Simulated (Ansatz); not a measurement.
Conformers of H₈N₂OSi₂, SMILES `N[Si](N)(O)[SiH3]`, each relaxed with PBE0-D4/def2-TZVP in Ansatz. CBS adds the triple-zeta coupled-cluster correction to the MP2 limit.

Not all of them had a frequency check.

Conformer A:

```xyz
13

N     0.494   -1.571   -1.043
Si    0.411   -0.045   -0.287
N    -0.172    1.047   -1.462
O     1.963    0.136    0.256
Si   -1.053    0.173    1.545
H    -0.289   -1.940   -1.556
H     1.085   -2.294   -0.668
H    -0.627    1.908   -1.211
H     0.233    1.085   -2.385
H     2.120    0.833    0.893
H    -0.598   -0.668    2.688
H    -2.438   -0.246    1.191
H    -1.130    1.581    2.039
```

Conformer B:

Cartesian coordinates in Å:
```
N -0.291 -0.859 -1.624
Si -0.310 -0.275 -0.007
N -1.515 0.936 -0.026
O -0.526 -1.593 0.963
Si 1.647 0.690 0.850
H -0.259 -0.201 -2.386
H 0.238 -1.688 -1.840
H -1.620 1.588 0.734
H -2.375 0.808 -0.536
H -1.276 -2.157 0.758
H 1.407 1.365 2.159
H 2.713 -0.331 1.048
H 2.169 1.718 -0.093
```

Which is lowest in electronic energy at CCSD(T)/CBS (frozen core, def2 sets), and by how much? (Best estimate.)

Computed: B; A lies 2.6 kJ/mol higher.

Give the energies relative to B (kJ/mol) with r2SCAN-D4/def2-TZVPP, PBE/def2-TZVPP, r2SCAN/def2-TZVPP, CCSD/def2-TZVPP, HF/CBS(def2), MP2/CBS(def2), CCSD/CBS(def2). (Estimate.)

Ansatz gave: 
```
               level    A
r2SCAN-D4/def2-TZVPP  0.7
      PBE/def2-TZVPP  1.1
   r2SCAN/def2-TZVPP  0.7
     CCSD/def2-TZVPP  3.3
        HF/CBS(def2)  3.6
       MP2/CBS(def2)  2.6
      CCSD/CBS(def2)  2.8
```
